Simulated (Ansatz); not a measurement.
This geometry of AlBrF2H2 (6 atoms, charge 0, multiplicity 1) is a first-order saddle point.

The calculation used RKS LDA/def2-mTZVP in Ansatz.

```xyz
6
Properties=species:S:1:pos:R:3
Al -0.030 -0.087 0.082
H -0.036 0.300 1.648
F 1.363 0.177 -0.750
F -1.472 -0.092 -0.706
Br 0.213 -2.520 0.950
H 0.117 -1.309 1.851
```

Which two structures does it join? (They come from a converged band through this point; their orientation in space is the band's.)

Bonds broken: Al1–H2, Br5–H6. Bonds formed: H2–H6. AlBrF2H2 becomes AlBrF2 + H2.

First end point:

```xyz
6
Properties=species:S:1:pos:R:3
Al 0.050 0.142 0.090
H 0.153 0.946 1.445
F 1.338 0.040 -0.943
F -1.451 -0.136 -0.549
Br 0.501 -2.309 0.963
H -0.435 -2.216 2.068
```

Last end point:

```xyz
6
Properties=species:S:1:pos:R:3
Al 0.050 -0.696 -0.099
H -0.128 0.313 1.742
F 1.336 0.271 -0.411
F -1.450 -0.137 -0.447
Br 0.360 -2.852 0.335
H -0.012 -0.431 1.955
```

How far does it lie above each of them?

3.6 kcal/mol above the first and 27.1 kcal/mol above the second. This is the barrier of this one path; another mechanism may lie lower. The orbitals stay closed-shell, which can raise the energy where a bond breaks towards radicals; this wasn't checked here.

Run time: 2 min on 2 threads of Arm Neoverse V2, with other jobs on the host, peak memory 0.13 GiB.
